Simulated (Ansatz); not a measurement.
`CC[SiH](N)[SiH3]`. Charge 0, multiplicity 1.

Cartesian coordinates in Å:
```
C 1.456 1.770 0.599
C 1.224 0.299 0.262
Si -0.474 -0.043 -0.456
N -1.679 0.489 0.665
Si -0.830 -2.331 -0.825
H 2.466 1.942 0.978
H 0.762 2.116 1.370
H 1.321 2.408 -0.279
H 1.968 -0.043 -0.467
H 1.356 -0.322 1.154
H -0.531 0.650 -1.787
H -2.626 0.164 0.557
H -1.677 1.450 0.970
H -0.519 -3.131 0.392
H -2.250 -2.595 -1.196
H 0.032 -2.822 -1.936
```

Problem. What are the harmonic wavenumbers in cm⁻¹ at PBE0-D4/def2-TZVP (Ansatz, finite differences of forces, unscaled)? (Estimate.)

Solution. Computed: 66, 83, 102, 152, 170, 196, 245, 302, 417, 421, 493, 511, 649, 680, 759, 809, 843, 857, 897, 937, 941, 983, 993, 1044, 1260, 1263, 1402, 1441, 1492, 1501, 1586, 2131, 2201, 2211, 2216, 3040, 3043, 3086, 3108, 3115, 3590, 3682.

Problem. Is this a minimum?

Solution. Yes, all 42 modes are real.

Problem. Give the ideal-gas thermochemistry at 298.15 K and 1 bar (rigid rotor, harmonic oscillator; point group C1, symmetry number 1).

Solution. Zero-point energy 328.5 kJ/mol; H(298) − E = 356.6 kJ/mol; entropy 397.7 J/(mol·K), of which translation 166.9, rotation 116.6, vibration 114.3; G(298) − E = 238.0 kJ/mol. Modes under 100 cm⁻¹ are hindered rotations or soft bends, so the harmonic entropy is rough.

Problem. And at 400, 500, 600, 800 and 1000 K?

Solution. 
```tsv
T (K)	H − E (kJ/mol)	S (J/mol/K)	G − E (kJ/mol)
400	373.5	446.4	194.9
500	393.0	489.9	148.1
600	415.0	529.8	97.1
800	464.5	600.8	-16.2
1000	519.8	662.4	-142.6
```
